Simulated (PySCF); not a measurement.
## Orbital energies, ionisation energy and electron affinity

Species: C8H7ClSi.
Geometry (PBE0-D3(BJ)/def2-SVP, Å), atoms numbered from 1 in this order:
```
atom  x, y, z in Å
Cl1   -0.0617    6.4602    0.4567
C2     0.2464    4.7595    0.6221
C3     1.5705    4.3155    0.6244
C4     1.8463    2.9582    0.7553
C5     0.8038    2.0343    0.8844
C6    -0.5142    2.4743    0.8822
C7    -0.8103    3.8532    0.7497
C8    -2.2441    4.1930    0.7607
C9    -3.1252    3.1787    0.8928
Si10  -2.1654    1.5793    1.0312
H11    2.3757    5.0450    0.5224
H12    2.8849    2.6198    0.7559
H13    1.0355    0.9710    0.9865
H14   -2.5363    5.2428    0.6621
H15   -4.2026    3.3556    0.9092
H16   -2.3389    0.8645    2.3328
H17   -2.4194    0.6036   -0.0725
```

Level: B3LYP/def2-SVPD (PySCF). Frontier orbitals with their largest atomic shares (Löwdin; up to four atoms above 4 %):

| orbital | ε (eV) | main atoms |
| --- | --- | --- |
| HOMO−3 | -8.66 | C8 22 %, C9 14 %, C7 13 %, Si10 10 % |
| HOMO−2 | -8.58 | Cl1 52 %, C6 9 %, Si10 8 %, C2 7 % |
| HOMO−1 | -7.15 | C6 20 %, C3 20 %, C5 15 %, Cl1 14 % |
| HOMO | -6.61 | ? |
| LUMO | -1.88 | C9 18 %, C8 16 %, C7 12 %, C6 11 % |
| LUMO+1 | -0.99 | C2 20 %, C5 20 %, C3 13 %, C6 13 % |
| LUMO+2 | 0.04 | Si10 22 %, Cl1 18 %, H16 8 %, H17 8 % |

Q: What vertical ionisation energy does ΔSCF give, and how far is −ε(HOMO) from it?

A: ΔSCF: 8.36 eV (806 kJ/mol; threshold wavelength 148 nm); ⟨S²⟩ of the doublet left behind is 0.765, against 0.75 for a pure doublet. −ε(HOMO) is 6.61 eV, 1.75 eV below it. For the exact functional −ε(HOMO) would equal the first vertical ionisation energy; B3LYP (global hybrid, 20 % exact exchange) falls short of its own ΔSCF value by 21 %. Holes in the HOMO−1 and HOMO−2 were tried too where these lie within 1.2 eV of the HOMO; the lowest converged state counts.

Q: On which atoms does the HOMO lie?

A: C9 (alkene CH carbon) 20 %, C7 (substituted aromatic carbon) 14 %, C4 (aromatic CH carbon) 13 %, C8 (alkene CH carbon) 12 %, so no atom holds as much as 40 %. The HOMO−1 lies 0.54 eV lower.

Q: And the vertical electron affinity, the fundamental gap, Mulliken's electronegativity and the hardness (with the factor ½)?

A: EA = 0.19 eV by ΔSCF (−ε(LUMO) = 1.88 eV). IE − EA = 8.17 eV against an orbital gap of 4.73 eV; (IE + EA)/2 = 4.27 eV; (IE − EA)/2 = 4.08 eV.

Q: What total energies stand behind the ΔSCF value?

A: E(N) = -1058.34414 Eh and E(N − 1) = -1058.03700 Eh at the same geometry, 0.30714 Eh apart. With one more electron, E(N + 1) = -1058.35123 Eh.

Q: How many of the 10 lowest singlet excitations (vertical TDDFT, same level) lie below the ionisation energy?

A: All 10; they run from 4.15 to 6.25 eV.

Isolated species at its PBE0-D3(BJ)/def2-SVP geometry, gas phase.
